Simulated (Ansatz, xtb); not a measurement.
## Relaxing a trial structure of ClFGeH3Si+

The starting geometry of this gas-phase singlet was built from a drawn formula by distance geometry; its bonds are those of `[F][Ge+]([SiH3])[Cl]`.

| atom | x (Å) | y (Å) | z (Å) |
| --- | --- | --- | --- |
| Cl | 0.9198 | 0.5505 | 3.2764 |
| F | -2.0495 | -0.4427 | 1.8088 |
| Ge | -0.1661 | -0.7395 | 1.5340 |
| Si | 0.3338 | -3.2179 | 1.2146 |
| H | -0.5095 | -3.9833 | 2.1711 |
| H | -0.0700 | -3.4020 | -0.1904 |
| H | 1.7504 | -3.3661 | 1.4329 |

Problem. Predict what becomes of its bonds when it is optimised with r2SCAN-D4/def2-SVP.

Solution. It keeps its bonds, and is `[F][Ge+]([SiH3])[Cl]`. Distances that change by over a tenth: Cl1–Ge3 (2.42 → 2.08 Å), F2–Ge3 (1.93 → 1.70 Å).

The energy falls by 1.74 eV over 8 steps:

| step | E − E(last) (eV) |
| --- | --- |
| 1 | 1.736 |
| 2 | 0.390 |
| 3 | 0.076 |
| 4 | 0.032 |
| 5 | 0.018 |
| 6 | 0.003 |
| 7 | 0.000 |
| 8 | 0.000 |

Final geometry (Å):

```yaml
atoms:
  - { symbol: Cl, position_ang: [0.7993, 0.4663, 3.0245] }
  - { symbol: F, position_ang: [-1.8036, -0.3730, 1.5872] }
  - { symbol: Ge, position_ang: [-0.2528, -0.9757, 1.9559] }
  - { symbol: Si, position_ang: [0.3297, -3.2420, 1.2271] }
  - { symbol: H, position_ang: [-0.4786, -4.0188, 2.1992] }
  - { symbol: H, position_ang: [-0.1830, -3.2033, -0.1631] }
  - { symbol: H, position_ang: [1.7977, -3.2546, 1.4165] }
```

From the same start GFN2-xTB ends elsewhere, differing in F2–Ge3 (2.24 against 1.70 Å here), F2–Si4 (1.80 against 3.59 Å here), Ge3–Si4 (4.03 against 2.45 Å here).

The end wasn't checked by frequencies. Run with Ansatz 0.2.0, 77 s on 1 thread of AMD EPYC (Zen 3), on a shared host.
